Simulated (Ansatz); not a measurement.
C₂H₇OY, SMILES `[CH3][Y]([CH3])[OH]`, one more setting.

```yaml
crystal:
  periodic: [false, false, false]
  atoms:
    - {symbol: C, position_ang: [-0.676373, 1.729796, -0.851642]}
    - {symbol: Y, position_ang: [0.128367, -0.482138, -0.694135]}
    - {symbol: C, position_ang: [1.385552, -0.762874, 1.282370]}
    - {symbol: O, position_ang: [-1.225452, -1.915641, -1.049653]}
    - {symbol: H, position_ang: [-1.387641, 1.920403, -1.664686]}
    - {symbol: H, position_ang: [-1.198754, 1.993124, 0.079803]}
    - {symbol: H, position_ang: [0.130982, 2.469583, -0.955533]}
    - {symbol: H, position_ang: [0.721114, -0.922058, 2.143107]}
    - {symbol: H, position_ang: [1.980339, 0.130737, 1.519653]}
    - {symbol: H, position_ang: [2.079649, -1.614190, 1.281153]}
    - {symbol: H, position_ang: [-1.937784, -2.546742, -1.090447]}
basis:
  gaussian: {orbitals: def2-TZVP, nuclear_model: gaussian}
hamiltonian: {xc: {name: RPBE}, dispersion: d4}
output: {forces: true}
```

```sh
$ ansatz run in.yaml --threads 4 --pin off --events-out ev --progress --plain --max-ram 10444MiB
```

Shortened log:

```
Functional definition: RPBE
1155 factors; their error is unknown
mean field evaluation 1: about -5253.8920 eV, gradient 1.2e2 eV
mean field evaluation 2: about -5066.5532 eV, gradient 2.5e2 eV
mean field evaluation 4: about -5279.3430 eV, gradient 3.8e1 eV
mean field evaluation 8: about -5282.2853 eV, gradient 2.0e-1 eV
mean field evaluation 16: about -5282.2634 eV, gradient 4.4e-3 eV
mean field -5282.26337817 eV, -194.1195987010 hartree, gradient 2.2e-5 eV, S^2 0.000000; 0 other end points of the search recorded, 0 dependent functions left out
reference -5282.26345073 eV, -194.1196013674 hartree; 19, 19 occupied and 156, 156 virtual orbitals, 1155 factors
Total energy: -5282.79476078 eV, -194.1391266516 hartree
Atom 0 at    -0.676373     1.729796    -0.851642 Å, force     0.008809    -0.128412     0.008856 eV/Å
Atom 1 at     0.128367    -0.482138    -0.694135 Å, force     0.311432     0.122949    -0.154474 eV/Å
Atom 2 at     1.385552    -0.762874     1.282370 Å, force    -0.084049     0.009698    -0.092359 eV/Å
Atom 3 at    -1.225452    -1.915641    -1.049653 Å, force     0.165177     0.123818    -0.019013 eV/Å
Atom 4 at    -1.387641     1.920403    -1.664686 Å, force    -0.175382     0.042376    -0.199542 eV/Å
Atom 5 at    -1.198754     1.993124     0.079803 Å, force    -0.133321     0.075852     0.233636 eV/Å
Atom 6 at     0.130982     2.469583    -0.955533 Å, force     0.210636     0.172887    -0.022724 eV/Å
Atom 7 at     0.721114    -0.922058     2.143107 Å, force    -0.159437    -0.041675     0.223670 eV/Å
Atom 8 at     1.980339     0.130737     1.519653 Å, force     0.141595     0.229047     0.050636 eV/Å
Atom 9 at     2.079649    -1.614190     1.281153 Å, force     0.163139    -0.214329    -0.008373 eV/Å
Atom 10 at    -1.937784    -2.546742    -1.090447 Å, force    -0.448600    -0.392213    -0.020313 eV/Å
Dipole moment:     0.215482    -0.295666    -0.549737 e Å
```

It took 1.8 s on 4 threads of an Arm Neoverse V1 on a shared host, with 0.2 GiB of host memory at the peak.
